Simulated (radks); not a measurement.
Q: Species: Eu V. Configuration: [Kr] 4d10 4f5 5s2 5p4 5f2 (not the ground configuration). Method: scalar-relativistic Kohn-Sham, PBE, spin-polarised, spherical densities, finite nucleus; open shells are filled with parallel spins first (spin-orbit coupling, left out, can overturn this in heavy ions); Fermi nuclear charge, rms radius 5.1115 fm; computed with a radial shooting solver on a logarithmic mesh with Libxc functionals. Some entries of the table are withheld. Estimate them.

orbital  occ.  eigenvalue (hartree)  r(max) (bohr)  <r> (bohr)
1s up       1             -1779.770        0.01420     0.02232
1s down     1             -1779.764        0.01420     0.02232
2s up       1             -294.3477        0.08056     0.09512
2s down     1             -294.3433        0.08056     0.09512
2p up       3             -262.5425        0.06513     0.08390
2p down     3             -262.5364        0.06513     0.08390
3s up       1             -66.77785         0.2289      0.2497
3s down     1             -66.69706         0.2288      0.2495
3p up       3             -56.87729         0.2245      0.2481
3p down     3             -56.79618         0.2244      0.2479
3d up       5             -43.62541         0.1839      0.2261
3d down     5             -43.56206         0.1838      0.2258
4s up       1             -15.30203         0.5268      0.5643
4s down     1             -15.11370         0.5267      0.5643
4p up       3             -12.03150         0.5494      0.5965
4p down     3             -11.84442         0.5494      0.5964
4d up       5              -7.46900         0.5710      0.6467
4d down     5              -7.28121         0.5708      0.6465
5s up       1              -3.76573          1.189       1.286
5s down     1              -3.58610          1.192       1.294
5p up       3              -2.87502          1.316       1.441
5p down     1              -2.70743          1.323       1.457
4f up       5              -2.50488         0.5748      0.7996
4f down     0              -2.31270         0.5754      0.8037
5d up       0              -1.71454          1.610       1.823
5d down     0              -1.57596          1.636       1.862
6s up       0              -1.38072          2.593         (1)
6s down     0              -1.27842          2.610         (2)
6p up       0              -1.12093          2.957       3.087
5f up       2              -0.79212          2.733       3.048
6f up       0              -0.44601          5.908       5.774

A: 
(1) 6s up <r> (bohr): 2.719
(2) 6s down <r> (bohr): 2.723
